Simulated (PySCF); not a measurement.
**Vibration and rotation of GdO**

UHF constants of GdO, nonet, about 7.1 electrons in the 4f shell (Mulliken) (PySCF, spin-free X2C with a Gaussian nucleus, basis sets Gd x2c-TZVPall, O x2c-TZVPall; masses 157.9241 and 15.9949 u):

```
ωe   : 870.5 cm⁻¹
ωexe : 2.71 cm⁻¹
Be   : 0.35541 cm⁻¹
αe   : 0.00130 cm⁻¹
```

Q: What force constant and bond length do these constants imply?

A: Reduced mass μred = 14.524 u; k = 5.8918×10⁻⁷·μred·ωe² (u, cm⁻¹, mdyn/Å) = 6.48 mdyn/Å; Re = √(16.8576/(μred·Be)) (u, cm⁻¹, Å) = 1.807 Å.

Q: Estimate the centrifugal constant D from the Kratzer relation and find the Dunham coefficient a1.

A: D = 4Be³/ωe² = 2.37e-07 cm⁻¹; a1 = −1 − αeωe/(6Be²) = -2.49.

These are scalar-relativistic numbers at best; spin–orbit coupling would shift them, the dissociation energy most. Hartree–Fock leaves out correlation, which carries a large part of most bond energies and some tenths to 1 eV of ionisation energies. The state is the lowest single determinant that the PBE0 search found; with open d or f shells the true ground state can be another one.
